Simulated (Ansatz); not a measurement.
Relaxation of Cl₃H₃OSSn (9 atoms, charge 0, multiplicity 1), to a largest force component of 0.03 eV/Å in at most 50 steps.

Level of theory: RKS PBE/def2-SVP (Ansatz 0.2.0).

```xyz
9
Properties=species:S:1:pos:R:3:forces:R:3
Sn 0.196 -0.748 -0.351 0.07 -0.08 0.37
O 0.690 0.277 2.586 -0.13 -0.58 -0.08
H -0.148 0.768 2.463 -0.04 -0.04 0.01
Cl 1.946 0.684 -0.954 0.08 0.06 -0.02
Cl -1.664 0.565 0.310 -0.06 0.04 0.01
Cl -0.508 -1.847 -2.323 0.00 -0.01 0.01
S 0.758 -2.524 1.216 -0.03 0.02 -0.21
H 0.246 -3.465 0.367 0.01 0.01 0.03
H 0.384 -0.600 2.930 0.10 0.59 -0.13
```

Problem. Where does it end, and by what steps?

Solution. It converged. The force dipped under the threshold on the way, but the program's further checks kept it going. After 10 steps the energy has fallen by 0.177 eV; O2 moved furthest, 0.38 Å.

| step | energy less start (eV) | largest force component (eV/Å) | accepted |
| --- | --- | --- | --- |
| 0 | 0.0000 | 0.594 | yes |
| 1 | -0.0292 | 1.213 | yes |
| 2 | -0.1185 | 1.083 | yes |
| 3 | -0.1325 | 1.014 | yes |
| 4 | -0.1712 | 0.364 | yes |
| 5 | -0.1683 | 0.145 | no |
| 6 | -0.1759 | 0.044 | yes |
| 7 | -0.1743 | 0.135 | no |
| 8 | -0.1769 | 0.018 | yes |
| 9 | -0.1771 | 0.045 | yes |
| 10 | -0.1773 | 0.006 | yes |

```xyz
9
Properties=species:S:1:pos:R:3
Sn 0.221 -0.736 -0.071
O 0.660 0.229 2.211
H -0.121 0.829 2.206
Cl 1.959 0.710 -0.730
Cl -1.761 0.524 0.430
Cl -0.459 -1.748 -2.121
S 0.745 -2.729 1.218
H 0.235 -3.515 0.227
H 0.422 -0.453 2.872
```

Whether the end is a true minimum wasn't checked by a vibrational analysis.

The run took 20 s on 4 threads of Intel(R) Xeon(R) Platinum 8259CL CPU @ 2.50GHz (Skylake/Cascade Lake), with other jobs on the host, peak memory 0.22 GiB.
